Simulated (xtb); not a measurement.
Input for xtb: GFN2-xTB on GeH2S (SMILES [SH][GeH]), a point of a torsion scan.

```
$ xtb mol.xyz --gfn 2 --opt vtight --chrg 0 --uhf 0 --input xcontrol
4

S     -1.07574737     0.51313370     0.39670093
Ge     1.00059480     0.63149322    -0.35389424
H     -1.72432382    -0.56185653    -0.24345479
H      1.97391048     0.45300267     0.84650686
$constrain
  force constant=1.0
  dihedral: 3,1,2,4,240.0
$end
```

The log:

```
[...]
           -------------------------------------------------
          |                Calculation Setup                |
           -------------------------------------------------



           -------------------------------------------------
          |                 G F N 2 - x T B                 |
           -------------------------------------------------

        Reference                      10.1021/acs.jctc.8b01176
      * Hamiltonian:
        H0-scaling (s, p, d)           1.850000    2.230000    2.230000
        zeta-weighting                 0.500000
      * Dispersion:
        s8                             2.700000
        a1                             0.520000
        a2                             5.000000
        s9                             5.000000
      * Repulsion:
        kExp                           1.500000    1.000000
        rExp                           1.000000
      * Coulomb:
        alpha                          2.000000
        third order                    shell-resolved
        anisotropic                    true
        a3                             3.000000
        a5                             4.000000
        cn-shift                       1.200000
        cn-exp                         4.000000
        max-rad                        5.000000


          ...................................................
          :                      SETUP                      :
          :.................................................:
          :  # basis functions                  22          :
          :  # atomic orbitals                  20          :
          :  # shells                            8          :
          :  # electrons                        12          :
          :  max. iterations                   250          :
          :  Hamiltonian                  GFN2-xTB          :
          :  restarted?                      false          :
          :  GBSA solvation                  false          :
          :  PC potential                    false          :
          :  electronic temp.          300.0000000     K    :
          :  accuracy                    1.0000000          :
          :  -> integral cutoff          0.2500000E+02      :
          :  -> integral neglect         0.1000000E-07      :
          :  -> SCF convergence          0.1000000E-05 Eh   :
          :  -> wf. convergence          0.1000000E-03 e    :
          :  Broyden damping             0.4000000          :
          :  net charge                          0          :
          :  unpaired electrons                  0          :
          ...................................................

 iter      E             dE          RMSdq      gap      omega  full diag
   1     -6.1545893 -0.615459E+01  0.220E+01    1.40       0.0  T
   2     -6.1859669 -0.313776E-01  0.115E+01    2.71       1.0  T
   3     -6.2125925 -0.266256E-01  0.937E+00    1.98       1.0  T
   4     -6.2151217 -0.252921E-02  0.316E+00    2.09       1.0  T
   5     -6.2178835 -0.276187E-02  0.424E-01    2.29       1.0  T
   6     -6.2179334 -0.498158E-04  0.185E-01    2.28       1.0  T
   7     -6.2179310  0.237793E-05  0.119E-01    2.27       1.0  T
   8     -6.2179343 -0.327532E-05  0.153E-02    2.28       3.3  T
   9     -6.2179343 -0.103720E-07  0.344E-03    2.28      14.5  T
  10     -6.2179343 -0.469597E-09  0.104E-03    2.28      47.9  T
  11     -6.2179343 -0.517963E-09  0.374E-04    2.28     133.8  T
  12     -6.2179343 -0.186144E-10  0.214E-04    2.28     233.8  T

   *** convergence criteria satisfied after 12 iterations ***

         #    Occupation            Energy/Eh            Energy/eV
      -------------------------------------------------------------
         1        2.0000           -0.7041420             -19.1607
         2        2.0000           -0.6338816             -17.2488
         3        2.0000           -0.4865338             -13.2393
         4        2.0000           -0.4338720             -11.8063
         5        2.0000           -0.3957307             -10.7684
         6        2.0000           -0.3709781             -10.0948 (HOMO)
         7                         -0.2873078              -7.8180 (LUMO)
         8                         -0.1759262              -4.7872
         9                         -0.1669610              -4.5432
        10                         -0.1318280              -3.5872
        11                         -0.0411290              -1.1192
       ...                                ...                  ...
        20                          0.9405312              25.5932
      -------------------------------------------------------------
                  HL-Gap            0.0836703 Eh            2.2768 eV
             Fermi-level           -0.3291429 Eh           -8.9564 eV

 SCC (total)                   0 d,  0 h,  0 min,  0.003 sec
 SCC setup                      ...        0 min,  0.000 sec (  2.871%)
 Dispersion     
[...]
+01  0.637E-05    2.39       0.0  T
   2     -6.2318807 -0.190958E-12  0.221E-05    2.39    2263.0  T
   3     -6.2318807 -0.905942E-13  0.314E-05    2.39    1594.8  T

   *** convergence criteria satisfied after 3 iterations ***

         #    Occupation            Energy/Eh            Energy/eV
      -------------------------------------------------------------
         1        2.0000           -0.7055497             -19.1990
         2        2.0000           -0.6411098             -17.4455
         3        2.0000           -0.4919016             -13.3853
         4        2.0000           -0.4261101             -11.5950
         5        2.0000           -0.4028206             -10.9613
         6        2.0000           -0.3774715             -10.2715 (HOMO)
         7                         -0.2896207              -7.8810 (LUMO)
         8                         -0.1941524              -5.2832
         9                         -0.1559234              -4.2429
        10                         -0.1448104              -3.9405
        11                         -0.0458965              -1.2489
       ...                                ...                  ...
        20                          0.8395804              22.8461
      -------------------------------------------------------------
                  HL-Gap            0.0878508 Eh            2.3905 eV
             Fermi-level           -0.3335461 Eh           -9.0763 eV

 SCC (total)                   0 d,  0 h,  0 min,  0.002 sec
 SCC setup                      ...        0 min,  0.000 sec (  2.943%)
 Dispersion                     ...        0 min,  0.000 sec (  0.596%)
 classical contributions        ...        0 min,  0.000 sec (  0.253%)
 integral evaluation            ...        0 min,  0.000 sec ( 30.191%)
 iterations                     ...        0 min,  0.000 sec ( 23.938%)
 molecular gradient             ...        0 min,  0.001 sec ( 38.251%)
 printout                       ...        0 min,  0.000 sec (  3.418%)

         :::::::::::::::::::::::::::::::::::::::::::::::::::::
         ::                     SUMMARY                     ::
         :::::::::::::::::::::::::::::::::::::::::::::::::::::
         :: total energy              -6.217025353962 Eh    ::
         :: gradient norm              0.000039384916 Eh/a0 ::
         :: HOMO-LUMO gap              2.390541663686 eV    ::
         ::.................................................::
         :: SCC energy                -6.231880695080 Eh    ::
         :: -> isotropic ES           -0.006072509760 Eh    ::
         :: -> anisotropic ES          0.001972908411 Eh    ::
         :: -> anisotropic XC          0.000970908766 Eh    ::
         :: -> dispersion             -0.002013459627 Eh    ::
         :: repulsion energy           0.014798353341 Eh    ::
         :: add. restraining           0.000056987777 Eh    ::
         :: total charge               0.000000000000 e     ::
         :::::::::::::::::::::::::::::::::::::::::::::::::::::

           -------------------------------------------------
          |                Property Printout                |
           -------------------------------------------------

    * Orbital Energies and Occupations

         #    Occupation            Energy/Eh            Energy/eV
      -------------------------------------------------------------
         1        2.0000           -0.7055497             -19.1990
         2        2.0000           -0.6411098             -17.4455
         3        2.0000           -0.4919016             -13.3853
         4        2.0000           -0.4261101             -11.5950
         5        2.0000           -0.4028206             -10.9613
         6        2.0000           -0.3774715             -10.2715 (HOMO)
         7                         -0.2896207              -7.8810 (LUMO)
         8                         -0.1941524              -5.2832
         9                         -0.1559234              -4.2429
        10                         -0.1448104              -3.9405
        11                         -0.0458965              -1.2489
        12                         -0.0201106              -0.5472
        13                         -0.0098158              -0.2671
        14                         -0.0018284              -0.0498
        15                          0.0303552               0.8260
        16                          0.0692440               1.8842
        17                          0.0746503               2.0313
       ...                                ...                  ...
        20                          0.8395804              22.8461
      -------------------------------------------------------------
                  HL-Gap            0.0878508 Eh            2.3905 eV
             Fermi-level           -0.3335461 Eh           -9.0763 eV

     #   Z          covCN         q      C6AA      α(0)
     1  16 S        1.806    -0.344   156.073    21.027
     2  32 Ge       1.750     0.313   248.441    32.946
     3   1 H        0.923     0.173     1.249     1.748
     4   1 H        0.866    -0.142     7.338     4.243

 Mol. C6AA /au·bohr⁶  :       1017.483613
 Mol. C8AA /au·bohr⁸  :      62861.127484
 Mol. α(0) /au        :         59.963068


Wiberg/Mayer (AO) data.
largest (>0.10) Wiberg bond orders for each atom

 ---------------------------------------------------------------------------
     #   Z sym  total        # sym  WBO       # sym  WBO       # sym  WBO
 ---------------------------------------------------------------------------
     1  16 S    2.177 --     2 Ge   1.245     3 H    0.914
     2  32 Ge   2.260 --     1 S    1.245     4 H    0.960
     3   1 H    0.970 --     1 S    0.914
     4   1 H    0.980 --     2 Ge   0.960
 ---------------------------------------------------------------------------

Topologies differ in total number of bonds
Writing topology from bond orders to xtbtopo.mol
Note: The following floating-point exceptions are signalling: IEEE_UNDERFLOW_FLAG IEEE_DENORMAL
normal termination of xtb

molecular dipole:
                 x           y           z       tot (Debye)
 q only:        0.303      -0.263      -0.935
   full:        0.543      -0.244      -1.140       3.268
molecular quadrupole (traceless):
                xx          xy          yy          xz          yz          zz
 q only:       -0.580       2.185       0.670      -0.724      -1.167      -0.091
  q+dip:       -2.101       2.981       1.510       0.430      -1.627       0.591
   full:       -3.007       3.425       4.379       0.360      -0.522      -1.372

           -------------------------------------------------
          |                Geometry Summary                 |
           -------------------------------------------------

      molecular mass/u    :      106.7082191
   center of mass at/Å    :        0.3210794       0.5734027      -0.1918249
  moments of inertia/u·Å² :        0.4377998E+01   0.1176132E+03   0.1199798E+03
rotational constants/cm⁻¹ :        0.3850535E+01   0.1433311E+00   0.1405039E+00

 * 1 selected distances

     #   Z          #   Z                                           value/Å
     1  16 S        3   1 H                                       1.3286008 (max)

 * 1 distinct bonds (by element types)

   Z      Z             #   av. dist./Å        max./Å        min./Å
   1 H   16 S           1     1.3286008     1.3286008     1.3286008


optimized geometry written to: xtbopt.xyz


           -------------------------------------------------
          | TOTAL ENERGY               -6.217025353962 Eh   |
          | GRADIENT NORM               0.000039384916 Eh/α |
          | HOMO-LUMO GAP               2.390541663686 eV   |
           -------------------------------------------------

------------------------------------------------------------------------
------------------------------------------------------------------------
 total:
 SCF:
 ANC optimizer:
```

The run finished.

Warnings raised: the energy holds the restraint's term.

Cost: around 0.05 core-seconds (rough).
